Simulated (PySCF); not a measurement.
TiCl4.H2O, optimised at HF/6-31G*:

```xyz
8

O      0.4755     0.4442    -1.9318
Ti    -0.1660    -0.1001     0.1552
Cl    -0.4016    -2.1376    -0.6214
Cl     1.9350     0.5280     0.5794
Cl    -1.8088     1.3211    -0.3649
Cl    -0.7646    -0.4449     2.2387
H     -0.0913     0.9766    -2.4812
H      1.3852     0.6626    -2.1090
```

Energies from PySCF (xtb for GFN2), thermal terms from the rigid-rotor harmonic-oscillator model, ideal gas at 1 bar. 6-31G* has spherical d functions here. All species are closed-shell singlets. B3LYP is the form with VWN-RPA correlation. Adducts (TiCl4.H2O) have no counterpoise correction, and HF, PBE, BLYP, B3LYP and PBE0 lack dispersion. TiCl4.H2O: computed as isolated molecules; such fragments, hydroxides, amides, oligomers or adducts are transient or little studied in the gas.

List the harmonic frequencies (cm⁻¹, unscaled) at this level and at the other levels, each on its own geometry.


- HF/6-31G*: 48, 62, 146, 168, 173, 186, 208, 235, 262, 320, 384, 454, 456, 492, 677, 1798, 4017, 4126
- B3LYP/6-31G*: 53, 64, 118, 157, 159, 166, 196, 210, 249, 356, 429, 435, 452, 519, 640, 1664, 3691, 3801
- GFN2-xTB: 63, 78, 131, 134, 142, 146, 158, 180, 191, 300, 311, 363, 400, 428, 429, 1449, 3447, 3458
- PBE/def2-SVP: 64, 77, 142, 146, 154, 188, 194, 204, 241, 349, 422, 428, 456, 529, 599, 1540, 3609, 3707
- PBE0/def2-TZVP: 64, 70, 148, 153, 162, 163, 193, 204, 232, 368, 416, 445, 458, 507, 592, 1607, 3796, 3899
